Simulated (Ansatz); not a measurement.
Which method gave which barrier?

Saddle point of GeH2ClF3, closed shell (GeClF₃ ([F][Ge]([F])([F])[Cl]) + H₂ → GeHF₃ ([F][GeH]([F])[F]) + HCl; bonds formed: Ge1–H7, Cl2–H6; bonds broken: Ge1–Cl2, H6–H7), PBE0-D4/def2-TZVP structure:

```tsv
atom	x (Å)	y (Å)	z (Å)
Ge1	-0.3261	0.3386	0.0297
Cl2	0.9067	-1.2777	-1.3079
F3	-1.1528	0.8019	-1.3948
F4	-1.6423	-0.2026	0.9798
F5	0.3933	1.8332	0.4520
H6	1.0617	-1.0202	0.1867
H7	0.7594	-0.4732	1.0546
```

Ansatz 0.2.0; basis: def2-TZVPP, with def2-QZVPP for the basis limit; cores frozen in the correlated methods. Filled d shells of the heavier atoms are correlated. The def2 sets are not built for correlating such inner shells, so the correlated values are less sure here. B3LYP uses VWN-RPA correlation. Extrapolation: Hartree–Fock as exp(−7.88 √X), correlation as X^−2.97. Four methods, as single points on the PBE0-D4 structures, gave these electronic barriers from the start structure: 207.0, 221.5, 235.9, 299.1 kJ/mol.

(1) The methods were, in alphabetical order, B3LYP-D4, BLYP-D4, CCSD(T), HF. Which gave which? (Judge from chemistry; the calculation decides.)

T1 diagnostic: at most 0.013. The start structure is not quite a true minimum (one mode of 83i cm⁻¹).

Results:

(1) By the calculation: BLYP-D4 207.0; B3LYP-D4 221.5; CCSD(T) 235.9; HF 299.1 kJ/mol. For comparison, CCSD(T) at an estimated basis limit (MP2 extrapolated from triple and quadruple zeta, plus CCSD(T) − MP2 in triple zeta) gives 235.7 kJ/mol.

Labels in which every atom is bracketed show which atoms are joined, not bond orders.

For scale, one of the runs: CCSD(T)/def2-TZVPP, 211 basis functions, launched by `ansatz run in.yaml --threads 8 --pin off --events-out ev --progress --plain --max-ram 19148MiB`. Time: 41 s of wall clock on 8 CPU threads of an Intel Xeon Platinum 8488C; the host was shared. Peak host memory: 3.3 GiB.
